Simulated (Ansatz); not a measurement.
`O=C=[N][InH][Cl]` + H₂Se → `[Cl][InH][SeH]` + `N=C=O` at 500 K and 1 bar (ligand exchange at the In–N bond).

Computed with Ansatz on PBE0-D4/def2-TZVP structures; ΔE is electronic, products minus reactants. CBS: MP2 limit from def2 TZ/QZ plus the TZ coupled-cluster correction, frozen cores. This one scheme is used for every species. def2 core potentials past Kr. For In, Se outer-core shells are correlated without core-valence functions, which leaves a few kJ/mol of doubt a bond. Scalar relativity is left out up to krypton. Each species was taken in one conformer, which may not be the lowest.

```csv
species,CCSD(T)/CBS energy (Eh),H − E (kJ/mol),S (J/(mol·K))
`O=C=[N][InH][Cl]`,-818.18295,92.9,413.7
H₂Se,-2401.89790,53.1,237.8
`[Cl][InH][SeH]`,-3051.57859,74.4,384.8
`N=C=O`,-168.51995,77.7,264.2
```

H − E and S are ideal-gas, rigid-rotor, harmonic terms from PBE0-D4/def2-TZVP, for one conformer and one mirror image of each species. 1 Eh = 2625.50 kJ/mol, R = 8.31446 J/(mol·K).

Problem. By hand: ΔE, ΔH, ΔS and ΔG.

Solution. ΔE = (-3051.57859) + (-168.51995) − (-818.18295) − (-2401.89790) = -0.01769 Eh = -46.4 kJ/mol. Δ(H − E) = 74.4 + 77.7 − 92.9 − 53.1 = 6.1, so ΔH = -40.3 kJ/mol. ΔS = 384.8 + 264.2 − 413.7 − 237.8 = -2.5 J/(mol·K). ΔG = -40.3 − 500 × (-2.5)/1000 = -39.0 kJ/mol.

Problem. By hand: the equilibrium constant, and the temperature at which ΔG would vanish if ΔH and ΔS stayed fixed.

Solution. log₁₀ K = −ΔG/(RT ln 10) = 4.1. ΔG = 0 at ΔH/ΔS = 16120 K, far beyond where these terms or the molecules hold.

The number of gas molecules stays the same, so ΔS is small and ΔH decides. A doubt of 5 kJ/mol in ΔE shifts log₁₀ K by 0.5 here. Other conformers and mirror images would add mixing entropy, several J/(mol·K) or more a flexible species. Modes under 60 cm⁻¹, often nearly free rotors, make the harmonic entropy too high. These are equilibria of isolated gas molecules and say nothing of rates. Largest T1 diagnostic: 0.018 (customary marks: 0.02 for closed shells, 0.045 for open ones).
